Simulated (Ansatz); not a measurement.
One change: `[SiH3][SiH](Br)Br` becomes `Br[SiH2]Br`.

Ansatz, PBE0-D4/def2-TZVP geometries, multiplicity 1. 

Scalar relativity is left out up to krypton.

```tsv
property	`[SiH3][SiH](Br)Br`
HOMO–LUMO gap (ωB97M-V/def2-TZVPP) / eV	11.01
HOMO–LUMO gap (PBE0/def2-TZVPP) / eV	7.11
LUMO energy (PBE0/def2-TZVPP) / eV	-0.93
size of the dipole moment (PBE/def2-TZVPP) / D	1.35
HOMO energy (B3LYP/def2-TZVPP) / eV	-7.84
HOMO–LUMO gap (B3LYP/def2-TZVPP) / eV	6.72
```

Q: Give the same properties after the change, and the shifts. (An estimate is asked.)

A: The calculation gave: 
```csv
property,`Br[SiH2]Br`,shift
HOMO–LUMO gap (ωB97M-V/def2-TZVPP) / eV,12.11,1.10
HOMO–LUMO gap (PBE0/def2-TZVPP) / eV,8.02,0.91
LUMO energy (PBE0/def2-TZVPP) / eV,-0.61,0.32
size of the dipole moment (PBE/def2-TZVPP) / D,0.96,-0.39
HOMO energy (B3LYP/def2-TZVPP) / eV,-8.37,-0.53
HOMO–LUMO gap (B3LYP/def2-TZVPP) / eV,7.54,0.82
```

With PBE0 the HOMO falls by 0.57 eV and the LUMO rises by 0.32 eV, so the gap widens by about 0.89 eV. PBE moves the HOMO by -0.46 eV and ωB97M-V by -0.73 eV. The zero-point energy changes by -44.0 kJ/mol with -9 modes. Dipoles are sizes alone; their direction can turn.

B3LYP here is the variant with VWN-RPA as its local correlation; programs differ in this.

Spin–orbit coupling is left out; it splits and shifts lone-pair levels of the heavy atoms by tenths of an eV.
